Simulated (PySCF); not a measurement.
# Computed records: CH4AlBCl, C2H7AlB, C2H5AlCl, C2H6Al

Computed with PySCF 2.14.0. Calculation on a computer-drawn molecule: the log of a Hartree-Fock and frozen-core CCSD(T) single point meant for a local Hartree-Fock minimum, with one planted fault or none, to be diagnosed. Offsets are logged minus clean, where the clean run is the same molecule without the fault. The reference is restricted for singlets and unrestricted otherwise, and also for a bond in bohr or an excited solution. Adding or removing an electron swaps singlet and doublet. The excited solution moves the top pair (singlet) or top alpha electron (doublet) to the lowest empty orbital. Highest occupied and lowest empty are orbital energies over both spins, largest force is the largest gradient component, triples share is (T) over the correlation energy, the T1 limit is 0.02 restricted and 0.045 unrestricted, electrons count all cores, a negative frequency is imaginary (commonest isotopes), and the dipole is about the centre of nuclear charge.

Common to all runs: meant basis cc-pV(D+d)Z; logged SCF converged yes; logged CC converged yes; logged SCF stable within its kind yes; possible faults no fault, one electron removed, one electron added, multiplicity raised by two, geometry at a saddle point, SCF held on an excited solution, minimal basis STO-3G, one bond length entered in bohr, all coordinates scaled.

(1) CH4AlBCl

Logged structure:
```xyz
8
CH4AlBCl
C     -1.8012     1.9167     1.1979
B     -1.6442     0.3719     1.1745
Al     0.2047    -0.6689     0.6078
Cl    -2.8826    -0.7880     1.5600
H     -1.7062     2.3037     0.1750
H     -1.0033     2.3905     1.7793
H     -2.7673     2.2290     1.5958
H      1.4574    -1.5059     0.2261
```

* meant charge: 1
* meant multiplicity: 1
* logged electrons: 45
* logged basis functions: 94
* logged spin squared: 0.784
* logged highest occupied: -6.0681 eV
* logged lowest empty: 0.84801 eV
* logged largest force: 0.046414 hartree/bohr
* logged T1 diagnostic: 0.022564
* logged D1 diagnostic: 0.10026
* logged triples share: 0.030784
* logged dipole magnitude: 1.441 debye
* logged energy HF: -766.28095 hartree
* logged energy CCSD(T): -766.7624 hartree
* planted fault: one electron added
* HF energy offset from clean run: -127.9 kcal/mol
* CCSD(T) energy offset from clean run: -137.1 kcal/mol

Drawn bonds:
```csv
atom,other atom,order
1,2,1
2,3,1
2,4,1
1,5,1
1,6,1
1,7,1
3,8,1
```

(2) CH4AlBCl

Logged structure:
```xyz
8
CH4AlBCl
C     -1.9633     2.0892     1.3058
B     -1.7922     0.4054     1.2802
Al     0.2232    -0.7290     0.6625
Cl    -3.1420    -0.8589     1.7004
H     -1.8598     2.5110     0.1908
H     -1.0936     2.6056     1.9394
H     -3.0163     2.4296     1.7394
H      1.5886    -1.6414     0.2465
```

* meant charge: 1
* meant multiplicity: 1
* logged electrons: 44
* logged basis functions: 94
* logged spin squared: 0
* logged highest occupied: -15.27 eV
* logged lowest empty: -5.0846 eV
* logged largest force: 0.049542 hartree/bohr
* logged T1 diagnostic: 0.01739
* logged D1 diagnostic: 0.059192
* logged triples share: 0.032968
* logged dipole magnitude: 7.487 debye
* logged energy HF: -766.03081 hartree
* logged energy CCSD(T): -766.5066 hartree
* planted fault: all coordinates scaled, by +9.0 %
* HF energy offset from clean run: 29.1 kcal/mol
* CCSD(T) energy offset from clean run: 23.47 kcal/mol

Drawn bonds:
```csv
atom,other atom,order
1,2,1
2,3,1
2,4,1
1,5,1
1,6,1
1,7,1
3,8,1
```

(3) C2H7AlB

Logged structure:
```xyz
11
C2H7AlB
C     -0.5308    -2.3546     1.6206
B     -0.7086    -0.8159     1.7435
Al    -0.9932     1.2088     1.9442
C     -2.4410     1.9560     3.0555
H      0.4213    -2.7199     2.0160
H     -0.6685    -2.7328     0.6035
H     -1.3265    -2.7969     2.2384
H      0.0045     2.1673     1.1646
H     -3.0567     1.1911     3.5385
H     -2.0319     2.5993     3.8438
H     -3.1065     2.5858     2.4529
```

- meant charge: 0
- meant multiplicity: 2
- logged electrons: 36
- logged basis functions: 100
- logged spin squared: 0
- logged highest occupied: -15.486 eV
- logged lowest empty: -5.4529 eV
- logged largest force: 0.074547 hartree/bohr
- logged T1 diagnostic: 0.01405
- logged D1 diagnostic: 0.043831
- logged triples share: 0.027549
- logged dipole magnitude: 4.8951 debye
- logged energy HF: -346.1257 hartree
- logged energy CCSD(T): -346.60138 hartree
- planted fault: one electron removed
- HF energy offset from clean run: 146.4 kcal/mol
- CCSD(T) energy offset from clean run: 154.7 kcal/mol

Drawn bonds:
```csv
atom,other atom,order
1,2,1
2,3,1
3,4,1
1,5,1
1,6,1
1,7,1
3,8,1
4,9,1
4,10,1
4,11,1
```

(4) C2H7AlB

Structure as in entry 3.

* meant charge: 0
* meant multiplicity: 2
* logged electrons: 38
* logged basis functions: 100
* logged spin squared: 0
* logged highest occupied: 0.012234 eV
* logged lowest empty: 7.2461 eV
* logged largest force: 0.040258 hartree/bohr
* logged T1 diagnostic: 0.01411
* logged D1 diagnostic: 0.048003
* logged triples share: 0.032272
* logged dipole magnitude: 2.6502 debye
* logged energy HF: -346.32376 hartree
* logged energy CCSD(T): -346.85376 hartree
* planted fault: one electron added
* HF energy offset from clean run: 22.08 kcal/mol
* CCSD(T) energy offset from clean run: -3.705 kcal/mol

Drawn bonds:
```csv
atom,other atom,order
1,2,1
2,3,1
3,4,1
1,5,1
1,6,1
1,7,1
3,8,1
4,9,1
4,10,1
4,11,1
```

Notes: highest electron not bound in this basis.

(5) C2H5AlCl

Logged structure:
```xyz
9
C2H5AlCl
C     -0.2576     0.5035    -0.9201
C     -0.0348    -0.0572    -2.3393
Al     1.2292    -1.5288    -2.4757
Cl     2.5377    -3.0612    -2.6350
H     -0.6568    -0.2494    -0.2403
H     -0.9838     1.3142    -0.9805
H      0.6589     0.9102    -0.4923
H      0.3424     0.7102    -3.0229
H     -0.9648    -0.4368    -2.7749
```

- meant charge: 1
- meant multiplicity: 1
- logged electrons: 46
- logged basis functions: 33
- logged spin squared: 0
- logged highest occupied: -16.166 eV
- logged lowest empty: -0.6598 eV
- logged largest force: 0.01559 hartree/bohr
- logged T1 diagnostic: 0.010249
- logged D1 diagnostic: 0.028246
- logged triples share: 0.015358
- logged dipole magnitude: 3.0166 debye
- logged energy HF: -771.23663 hartree
- logged energy CCSD(T): -771.41752 hartree
- planted fault: minimal basis STO-3G
- HF energy offset from clean run: 5426 kcal/mol
- CCSD(T) energy offset from clean run: 5646 kcal/mol

Drawn bonds:
```csv
atom,other atom,order
1,2,1
2,3,1
3,4,1
1,5,1
1,6,1
1,7,1
2,8,1
2,9,1
```

(6) C2H6Al

Logged structure:
```xyz
9
C2H6Al
C     -0.3621    -0.8186    -1.0631
C      1.0853    -0.6070    -0.5900
Al     1.9110    -2.1004     0.4313
H     -0.4474    -1.6889    -1.7196
H     -1.0397    -0.9868    -0.2216
H     -0.7396     0.0460    -1.6175
H      1.1505     0.2981     0.0297
H      1.7351    -0.3949    -1.4507
H      1.0662    -3.4334     0.6875
```

- meant charge: 0
- meant multiplicity: 2
- logged electrons: 30
- logged basis functions: 81
- logged spin squared: 0
- logged highest occupied: -16.153 eV
- logged lowest empty: -6.3632 eV
- logged largest force: 0.048613 hartree/bohr
- logged T1 diagnostic: 0.012957
- logged D1 diagnostic: 0.041382
- logged triples share: 0.028934
- logged dipole magnitude: 5.9858 debye
- logged energy HF: -320.84833 hartree
- logged energy CCSD(T): -321.2438 hartree
- planted fault: one electron removed
- HF energy offset from clean run: 163 kcal/mol
- CCSD(T) energy offset from clean run: 164.5 kcal/mol

Drawn bonds:
```csv
atom,other atom,order
1,2,1
2,3,1
1,4,1
1,5,1
1,6,1
2,7,1
2,8,1
3,9,1
```
